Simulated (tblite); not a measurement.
C5H9NO2Si.
Numbering: `[N:1]#[C:2][C@H:3]1[CH2:4][CH2:5][SiH2:6][O:7][CH2:8][O:9]1` (hydrogens: H10 on C3; H11, H12 on C4; H13, H14 on C5; H15, H16 on Si6; H17, H18 on C8)

Computed with GFN2-xTB (tblite), gas phase: L-BFGS steps from a force-field or distance-geometry start until the largest atomic force falls under 0.01 eV/Å.

The end geometry, which sets the zero of energy:
```
atom  x, y, z in Å
N1      1.8578    0.5190    2.1432
C2      1.5243    0.6310    1.0557
C3      1.1330    0.7470   -0.3348
C4      1.0495   -0.6562   -0.9707
C5      0.1092   -1.5916   -0.2142
Si6    -1.6380   -0.8610    0.0342
O7     -1.5658    0.5061    0.9219
C8     -0.9310    1.6642    0.5233
O9     -0.0650    1.4943   -0.5494
H10     1.9247    1.3189   -0.8471
H11     0.6982   -0.5205   -1.9955
H12     2.0599   -1.0738   -1.0052
H13     0.5457   -1.8163    0.7623
H14     0.0564   -2.5362   -0.7557
H15    -2.2336   -0.6275   -1.2850
H16    -2.4377   -1.6603    0.9449
H17    -0.4182    2.0874    1.4020
H18    -1.6782    2.3818    0.1585
```

Task: These geometries come from the run, each turned onto the end geometry. Order them by energy, lowest first.
A.
```
atom  x, y, z in Å
N1      2.0539    0.5916    2.0478
C2      1.6175    0.6879    0.9955
C3      1.1198    0.7630   -0.3642
C4      1.0367   -0.6655   -0.9430
C5      0.0939   -1.5682   -0.1516
Si6    -1.6767   -0.8641   -0.0431
O7     -1.6776    0.4894    0.8658
C8     -0.9413    1.6216    0.5780
O9     -0.0974    1.4914   -0.5181
H10     1.8602    1.3357   -0.9480
H11     0.6917   -0.5803   -1.9746
H12     2.0472   -1.0820   -0.9522
H13     0.4947   -1.7011    0.8570
H14     0.0868   -2.5528   -0.6188
H15    -2.1472   -0.6161   -1.4088
H16    -2.5532   -1.6825    0.7761
H17    -0.3888    1.9057    1.4878
H18    -1.6288    2.4327    0.3029
```
B.
```
atom  x, y, z in Å
N1      2.0769    0.7316    2.0550
C2      1.6460    0.7247    0.9965
C3      1.1375    0.7505   -0.3601
C4      1.0250   -0.6718   -0.9427
C5      0.0766   -1.5661   -0.1505
Si6    -1.6995   -0.8741   -0.0781
O7     -1.7135    0.4844    0.8208
C8     -0.9284    1.5990    0.5950
O9     -0.0740    1.4945   -0.4970
H10     1.8805    1.3099   -0.9548
H11     0.6679   -0.5698   -1.9696
H12     2.0287   -1.1060   -0.9774
H13     0.4639   -1.6719    0.8657
H14     0.0921   -2.5573   -0.6020
H15    -2.1649   -0.6455   -1.4473
H16    -2.5573   -1.6960    0.7539
H17    -0.3801    1.8255    1.5234
H18    -1.5862    2.4448    0.3576
```
C.
```
atom  x, y, z in Å
N1      2.1585    0.8444    2.0388
C2      1.6906    0.7954    0.9960
C3      1.1423    0.7477   -0.3425
C4      1.0540   -0.6891   -0.9017
C5      0.0606   -1.5901   -0.1683
Si6    -1.7070   -0.8657   -0.0793
O7     -1.7727    0.5022    0.8112
C8     -0.9460    1.5903    0.6016
O9     -0.0879    1.4536   -0.4824
H10     1.8294    1.3131   -0.9952
H11     0.7387   -0.5560   -1.9400
H12     2.0545   -1.1402   -0.8932
H13     0.4468   -1.7856    0.8386
H14     0.0348   -2.5538   -0.6861
H15    -2.2317   -0.5808   -1.4118
H16    -2.5275   -1.7469    0.7321
H17    -0.3973    1.7989    1.5337
H18    -1.5489    2.4688    0.3369
```
D.
```
atom  x, y, z in Å
N1      2.3417    1.4200    1.7246
C2      1.7767    1.1459    0.7700
C3      1.0652    0.7662   -0.4396
C4      1.1978   -0.7822   -0.6299
C5     -0.0629   -1.6398   -0.4193
Si6    -1.7403   -0.8016   -0.0469
O7     -1.5860    0.3475    1.1074
C8     -0.9350    1.4944    0.7158
O9     -0.2461    1.3133   -0.4875
H10     1.5826    1.2572   -1.2818
H11     1.5742   -0.9477   -1.6428
H12     1.9846   -1.1070    0.0615
H13     0.1295   -2.3314    0.4044
H14    -0.1951   -2.2575   -1.3081
H15    -2.3444   -0.2377   -1.2472
H16    -2.5911   -1.7291    0.6773
H17    -0.2740    1.8286    1.5299
H18    -1.6861    2.2672    0.5007
```
E.
```
atom  x, y, z in Å
N1      1.9726    0.5792    2.0937
C2      1.5789    0.6687    1.0239
C3      1.1252    0.7495   -0.3507
C4      1.0510   -0.6684   -0.9555
C5      0.0972   -1.5815   -0.1903
Si6    -1.6575   -0.8529   -0.0140
O7     -1.6072    0.4833    0.9226
C8     -0.9396    1.6353    0.5598
O9     -0.0917    1.4752   -0.5305
H10     1.8842    1.3243   -0.9083
H11     0.7169   -0.5607   -1.9901
H12     2.0635   -1.0857   -0.9629
H13     0.5003   -1.7556    0.8107
H14     0.0686   -2.5489   -0.6913
H15    -2.2035   -0.5804   -1.3460
H16    -2.4927   -1.6738    0.8413
H17    -0.4048    2.0117    1.4470
H18    -1.6704    2.3872    0.2290
```

Result: E (0.004 eV), A (0.010 eV), B (0.022 eV), C (0.064 eV), D (0.345 eV).

In the order of the answer:

```json
{"step": "87", "E above end (eV)": "0.004", "largest force (eV/Å)": "0.06", "rms force component (eV/Å)": "0.017", "rms distance from end (Å)": "0.071", "rms bond change (Å)": "0.001", "bond most changed (Å)": "C5–Si6 -0.002"}
{"step": "74", "E above end (eV)": "0.010", "largest force (eV/Å)": "0.04", "rms force component (eV/Å)": "0.012", "rms distance from end (Å)": "0.130", "rms bond change (Å)": "0.001", "bond most changed (Å)": "C5–Si6 -0.001"}
{"step": "52", "E above end (eV)": "0.022", "largest force (eV/Å)": "0.09", "rms force component (eV/Å)": "0.027", "rms distance from end (Å)": "0.167", "rms bond change (Å)": "0.001", "bond most changed (Å)": "Si6–O7 -0.003"}
{"step": "43", "E above end (eV)": "0.064", "largest force (eV/Å)": "0.19", "rms force component (eV/Å)": "0.078", "rms distance from end (Å)": "0.194", "rms bond change (Å)": "0.003", "bond most changed (Å)": "Si6–H15 -0.006"}
{"step": "14", "E above end (eV)": "0.345", "largest force (eV/Å)": "0.14", "rms force component (eV/Å)": "0.054", "rms distance from end (Å)": "0.584", "rms bond change (Å)": "0.007", "bond most changed (Å)": "C3–C4 +0.023"}
```

What follows is the cost of the whole relaxation. The run took 0.91 s wall on an Arm Neoverse V1 with one thread, on a shared host.
